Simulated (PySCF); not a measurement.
Si(I)(Me)(OH)2 (CH5IO2Si), SMILES C[Si](O)(O)I.

Geometry: B3LYP-D3(BJ)/def2-SVP. This is a generated structure with no PubChem entry under its InChIKey; it may be hypothetical. The def2 effective core potentials stand for the cores of I; spin–orbit coupling is left out. Other conformers were not sampled.

Two levels are set side by side: PBE/def2-TZVP (PySCF) and B3LYP/def2-TZVP (PySCF). Same geometry, gas phase. Differences are taken from unrounded values.

```json
[
 {"quantity": "orbital gap (eV)", "PBE": "5.62"},
 {"quantity": "highest occupied level (eV)", "PBE": "-6.45"},
 {"quantity": "lowest empty level (eV)", "PBE": "-0.83"},
 {"quantity": "dipole moment (D)", "PBE": "0.92"},
 {"quantity": "mean polarisability (bohr³)", "PBE": "77.4"}
]
```

### Question
These are the PBE values. What does B3LYP give? (The exact figures need the calculation; the answer reports its results.)

### Answer

```json
[
 {"quantity": "orbital gap (eV)", "B3LYP": "7.16", "PBE minus B3LYP": "-1.53"},
 {"quantity": "highest occupied level (eV)", "B3LYP": "-7.38", "PBE minus B3LYP": "0.92"},
 {"quantity": "lowest empty level (eV)", "B3LYP": "-0.22", "PBE minus B3LYP": "-0.61"},
 {"quantity": "dipole moment (D)", "B3LYP": "0.90", "PBE minus B3LYP": "0.02"},
 {"quantity": "mean polarisability (bohr³)", "B3LYP": "74.7", "PBE minus B3LYP": "2.8"}
]
```

Without exact exchange PBE keeps part of each electron's self-repulsion, which lifts occupied levels and narrows the gap. Loosely held outer electrons make PBE densities more polarisable. Differences between two approximate levels are no errors against the true value.

Rough cost on one machine, each run with all the roots and properties that it gave: B3LYP against PBE within a factor of 2.
